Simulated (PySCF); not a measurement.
Cl₂GeH, SMILES [Cl][GeH][Cl], multiplicity 2.

Coordinates come from a B3LYP-D3(BJ)/def2-TZVP optimisation. The isomer is the one that the SMILES or the coordinates give; other isomers of the formula were not compared.

Calculation: B3LYP-D3(BJ)/def2-TZVP in PySCF.

Frequencies are harmonic and unscaled.

Computed vibrational spectrum:
```tsv
mode	ν (cm⁻¹)	IR (km/mol)	moving atoms (share of kinetic energy)
1	137	2.4	Cl 77 %, Ge 22 %
2	392	27.5	Cl 73 %, Ge 27 %
3	406	92.4	Cl 61 %, Ge 38 %
4	570	11.0	H 93 %
5	633	31.2	H 98 %
6	1967	78.0	H 99 %
```
